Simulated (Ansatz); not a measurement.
The same path of BrH + ClH3OSn (8 atoms, charge 0, multiplicity 1) was run twice with different band settings. Lost on the way: Sn1–O2, Br7–H8. Made: Sn1–Br7, O2–H8.

The calculation used Ansatz, RKS PBE0/def2-SVP.

Relaxed end points:

```xyz
8
Properties=species:S:1:pos:R:3
Sn -0.169 -0.208 -0.179
O -0.212 0.350 1.744
H -1.095 0.531 2.091
H 1.293 0.413 -0.775
Cl -1.977 0.916 -1.165
H -0.490 -1.879 -0.254
Br 2.069 2.409 2.384
H 0.961 1.463 2.203
```

```xyz
8
Properties=species:S:1:pos:R:3
Sn -0.223 0.530 -0.177
O 0.748 -0.216 2.201
H 0.057 -0.437 2.838
H 1.303 -0.096 -0.571
Cl -1.098 1.223 -2.268
H -1.502 -0.376 0.483
Br 0.028 2.717 1.048
H 1.068 0.650 2.494
```

Common settings: movable images 5; climbing image yes; spring 5.0 eV/Å²; optimiser quadratic models (default); force threshold 0.03 eV/Å; iteration limit 60; end points relaxed.

| run | start path |
| --- | --- |
| 1 | through a guess of the saddle point |
| 2 | straight line |

What does each run give, and how far can it be trusted?

Run 1: converged after 31 iterations, highest image 0.157 eV above the first end. A vibrational analysis at the climbing image gives one clearly imaginary mode, 299i cm⁻¹: a first-order saddle point.
Run 2: converged after 41 iterations, highest image 0.157 eV above the first end. Another band between the same ends (5 images) ends at a top of the same energy, where a vibrational analysis finds 1 clearly imaginary mode.
The orbitals stay closed-shell, which can raise the energy where a bond breaks towards radicals; this wasn't checked here.
